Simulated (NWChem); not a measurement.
System: SiH3OF; SMILES O[SiH2]F

The following NWChem deck was run.

```
start job
memory heap 200 mb stack 900 mb global 1100 mb
geometry units angstroms noautoz
  Si    -0.432841     0.047946    -0.034547
  O      0.592356    -1.234000    -0.206701
  F      0.369405     1.445813    -0.079452
  H     -1.352001    -0.016867    -1.187639
  H     -1.137597     0.011102     1.272384
  H      1.190698    -1.427677     0.528194
end
basis spherical
  Si library def2-svp
  O library def2-svp
  F library def2-svp
  H library def2-svp
end
dft
  xc xpbe96 cpbe96
  iterations 150
  mulliken
end
task dft energy
```

Coordinates come from a B3LYP/6-31G* (spherical d) optimisation.

Question: Give the results of this calculation. (PBE/def2-SVP.) Quantities: energy (Ha); highest occupied level (eV); orbital gap (eV); dipole (D).

Answer: 
```
Property                      Result
---------------------------  -------
energy (Ha)                  -465.89
highest occupied level (eV)    -7.56
orbital gap (eV)                7.65
dipole (D)                      1.57
```
